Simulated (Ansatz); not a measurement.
`BC(B)(C)F` + `C=C(O)[SiH3]` → `BC(=C)O` + `BC(C)(F)[SiH3]`  (redistribution)

Program: Ansatz. Geometries: PBE0-D4/def2-TZVP. ΔE: electronic, gas phase. CCSD(T)/CBS is the MP2 limit (def2-TZVPP, def2-QZVPP) plus CCSD(T) − MP2 in def2-TZVPP, frozen cores. DFT in def2-TZVPP. Each species was taken in one conformer, which may not be the lowest.

```csv
level,ΔE (kcal/mol)
PBE0-D4,-5.3
HF/def2-QZVPP,-10.4
```

Q: What does CCSD(T)/CBS give? (An estimate is asked.)

A: Ansatz gave: -6.7 kcal/mol. The listed levels differ from it by 1.4, -3.7 kcal/mol.

Largest T1 diagnostic among the species: 0.013.

In def2-TZVPP, CCSD(T) changes the Hartree–Fock value by +3.5 kcal/mol (the triples alone add +0.2 kcal/mol) and MP2 by +4.9 kcal/mol.
